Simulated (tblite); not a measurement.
Species: C2H6NSi (doublet state).
Structure used (GFN2-xTB), in Å, numbered top down from 1:
```
atom  x, y, z in Å
N1     2.1171    0.4183    1.1622
C2     1.4955    0.1418    0.1493
C3     0.2705   -0.7206    0.0362
Si4   -1.2810    0.3892   -0.1200
H5     1.8009    0.5567   -0.8244
H6     0.1966   -1.3485    0.9236
H7     0.3675   -1.3642   -0.8378
H8    -2.4332   -0.5072   -0.2161
H9    -1.1571    1.1825   -1.3453
H10   -1.3679    1.2566    1.0498
```

The geometry is computed with GFN2-xTB (gas phase). This method treats the open shell by occupation alone, without spin polarisation.

Take the most abundant isotopes and a rigid rotor. The values belong to one conformer with, in the numbering `[N:1]=[CH:2][CH2:3][SiH3:4]`, N1–C2–C3–Si4 101°.

Task: What are A, B and C (MHz)?

Result: Ia = 30.46, Ib = 167.45, Ic = 178.55 u·Å²; 505379 MHz·u·Å²/I gives A = 16589, B = 3018, C = 2830 MHz.

Task: What kind of rotor is it?

Result: A near-prolate asymmetric top: κ = (2 × 3018 − 16589 − 2830)/(16589 − 2830) = -0.97.

Task: What does the inertial defect say?

Result: Not planar: Δ = Ic − Ia − Ib = -19.36 u·Å². For a rigid frame Δ = −2 Σ m c², so Σ m c² = 9.68 u·Å² lies off the ab plane: 6.75 from hydrogen and 2.93 from heavier atoms. The atom farthest from that plane is 1.49 Å away.

Task: Give the other two planar moments, Paa and Pbb, and the rms extents of the mass along the axes.

Result: Paa = Σ m a² = (Ib + Ic − Ia)/2 = 157.76 and Pbb = Σ m b² = (Ia + Ic − Ib)/2 = 20.78 u·Å². With the mass M = 72.03 u, the rms extents √(P/M) along a, b and c are 1.48, 0.54, 0.37 Å.

Task: Where do the levels up to J = 2 lie, in MHz?

Result: Above 0(0,0):
J = 1: 1(0,1) 5849, 1(1,1) 19420, 1(1,0) 19607
J = 2: 2(0,2) 17544, 2(1,2) 30929, 2(1,1) 31492, 2(2,1) 72205, 2(2,0) 72207
The levels of one J sum to (2J + 1)J(J + 1)(A + B + C)/3.

Task: Estimate the classical rotational partition function at 50 K, 100 K and 500 K.

Result: Point group C1, symmetry number σ = 1; q = (√π/σ)·√((kT/h)³/(ABC)), k/h = 20836.6 MHz/K: 5010 at 50 K, 14200 at 100 K, 158000 at 500 K.

For this open shell read J as N, the rotation without spin; fine and hyperfine splittings come on top. Its GFN2-xTB frequencies are all real (lowest 83 cm⁻¹). These are rigid-rotor constants of the computed structure; measured ground-state constants (B0) also hold zero-point vibration.

Hardware: one thread, Arm Neoverse V2 (aarch64), shared host with 96 logical CPUs at a one-minute load of 85. Cost: 0.17 s. That covers the optimisation of the geometry.
